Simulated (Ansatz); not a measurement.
Geometry optimisation, Ansatz 0.2.0, UKS r2SCAN/def2-SVP.

Input file:

```yaml
crystal:
  periodic: [false, false, false]
  atoms:
    - { symbol: Ge, position_ang: [0.023644, 0.040319, -0.051542] }
    - { symbol: H, position_ang: [-0.002077, -0.004162, 1.488942] }
    - { symbol: Cl, position_ang: [2.022862, 0.001586, -0.794549] }
    - { symbol: Cl, position_ang: [-1.009269, 1.75226, -0.794995] }
    - { symbol: F, position_ang: [-0.782205, -1.355829, -0.667883] }
    - { symbol: H, position_ang: [0.003645, 0.006425, 3.342028] }
magnetization:
  spin_polarized: true
  initial_magnetization: 1
basis:
  gaussian: { orbitals: def2-SVP }
hamiltonian:
  xc: r2scan
relax:
  f_tol: 0.03
  max_steps: 50
```

Command:

```bash
$ ansatz run input.yaml --threads 4 --pin off --max-ram 5120MiB --backend cpu --events-out ev --progress --plain --runs-dir out
```

Task: Where does it end, and by what steps?

Result: It converged. The force dipped under the threshold on the way, but the program's further checks kept it going. After 17 steps the energy has fallen by 0.966 eV; H2 moved furthest, 1.37 Å. Parted: Ge1–H2 (1.54 → 3.31 Å). Joined: H2–H6 (1.85 → 0.76 Å).

```json
{"step": "0", "energy less start (eV)": "0.0000", "largest force component (eV/Å)": "0.223", "accepted": "yes"}
{"step": "1", "energy less start (eV)": "-0.0029", "largest force component (eV/Å)": "0.073", "accepted": "yes"}
{"step": "2", "energy less start (eV)": "-0.0140", "largest force component (eV/Å)": "0.244", "accepted": "yes"}
{"step": "3", "energy less start (eV)": "-0.0390", "largest force component (eV/Å)": "0.534", "accepted": "yes"}
{"step": "4", "energy less start (eV)": "-0.0981", "largest force component (eV/Å)": "1.167", "accepted": "yes"}
{"step": "5", "energy less start (eV)": "-0.2243", "largest force component (eV/Å)": "2.012", "accepted": "yes"}
{"step": "6", "energy less start (eV)": "-0.3679", "largest force component (eV/Å)": "1.800", "accepted": "yes"}
{"step": "7", "energy less start (eV)": "-0.4182", "largest force component (eV/Å)": "4.622", "accepted": "yes"}
{"step": "8", "energy less start (eV)": "-0.7934", "largest force component (eV/Å)": "0.574", "accepted": "yes"}
{"step": "9", "energy less start (eV)": "-0.8653", "largest force component (eV/Å)": "1.366", "accepted": "yes"}
{"step": "10", "energy less start (eV)": "-0.9295", "largest force component (eV/Å)": "0.188", "accepted": "yes"}
{"step": "11", "energy less start (eV)": "-0.9478", "largest force component (eV/Å)": "0.122", "accepted": "yes"}
{"step": "12", "energy less start (eV)": "-0.9405", "largest force component (eV/Å)": "0.671", "accepted": "no"}
{"step": "13", "energy less start (eV)": "-0.9554", "largest force component (eV/Å)": "0.064", "accepted": "yes"}
{"step": "14", "energy less start (eV)": "-0.9600", "largest force component (eV/Å)": "0.023", "accepted": "yes"}
{"step": "15", "energy less start (eV)": "-0.9649", "largest force component (eV/Å)": "0.055", "accepted": "yes"}
{"step": "16", "energy less start (eV)": "-0.9657", "largest force component (eV/Å)": "0.033", "accepted": "yes"}
{"step": "17", "energy less start (eV)": "-0.9660", "largest force component (eV/Å)": "0.021", "accepted": "yes"}
```

```xyz
6
Properties=species:S:1:pos:R:3
Ge 0.111 0.190 -0.431
H -0.082 -0.141 2.853
Cl 2.060 0.016 -1.355
Cl -1.014 1.791 -1.354
F -0.738 -1.281 -0.802
H -0.079 -0.136 3.611
```

Whether the end is a true minimum wasn't checked by a vibrational analysis.

Run time: 61 s on 4 threads of Arm Neoverse V1 (shared host), peak memory 0.21 GiB.
